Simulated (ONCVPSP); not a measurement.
ruthenium, ONCV: configuration errors across variants

ONCVPSP 4.0.1 input, shortened (lines: element, Z, core and valence counts, functional; n l f; lmax; l rc ep ncon nbas qcut; lloc lpopt rc5 dvloc0; l nproj debl; icmod fcfact rcfact), PBE, non-relativistic:

```
  Ru 44.00    6    3        4      upf
    1    0    2.00
    2    0    2.00
    2    1    6.00
    3    0    2.00
    3    1    6.00
    3    2   10.00
    4    0    2.00
    4    1    6.00
    4    2    5.00
    2
    0    1.25    0.00    4    7    6.70
    1    1.30    0.00    3    5    5.20
    2    1.55    0.00    3    7    5.40
    4    5    1.20    1.00
    0    3    2.60
    1    1    1.00
    2    2    2.70
    4    0.50    0.00
```

In the s channel the program set the typed energies aside and used -3.903, 0.250, 2.850 Ha.

All-electron excitation energies from the reference (eV): (1) 4s2 4p6 4d7 5s1 -56.294; (2) 4s2 4p6 4d7 -49.456; (3) 4s2 4p6 4d6 -31.016; (4) 4s2 4p6 4d7 5p1 -53.196.

3 further variants failed, have other tests or too few solved ones, and are left out.

Errors AE − PS in meV (a dash: test not solved or not reliable):

| change | (1) | (2) | (3) | (4) | bound ghosts | GHOST(+) flags above zero |
| --- | --- | --- | --- | --- | --- | --- |
| base | +23 | +29 | +15 | +53 | none | s |
| s: qcut 4.5; p: qcut 3.5; d: qcut 3.6 | +49 | +62 | +31 | +77 | none | s, d |
| s: qcut 5.2; p: qcut 4; d: qcut 4.2 | +43 | +55 | +27 | +72 | none | s, d |
| s: qcut 5.8; p: qcut 4.5; d: qcut 4.7 | +35 | +45 | +23 | +65 | none | s, d |
| s: qcut 7.4; p: qcut 5.7; d: qcut 5.9 | +15 | +20 | +10 | +44 | none | s |

**Question.** Give the same row for: s: qcut 6.8; p: qcut 5.3; d: qcut 5.5.

**Answer.** +20, +26, +13, +50; bound ghosts: none; GHOST(+) flags above zero: s.
